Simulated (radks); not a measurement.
The numbers below are computed, except where a source is named.
Task: Successive ionisation energies (eV) of one element, from differences of total energies of ions in their ground configurations, starting at charge 0: 6.319, 20.355, 37.467, 57.556, 80.168, 105.02, 131.91, 160.72, 191.34, 223.69, 321.11, 354.52, 388.71, 423.65, 459.22, 495.32, 571.99, 607.76, 1548.6, 1657.5, 1768.8, 1882.3. Level of theory: scalar-relativistic Kohn-Sham, PBE, spin-unpolarised, spherical densities, point nucleus (a radial shooting solver on a logarithmic mesh with Libxc functionals). Which element is it?

Result: Nickel (Z = 28). The first species listed is Ni in [Ar] 3d8 4s2, the last Ni21+ in [He] 2s2 2p3.
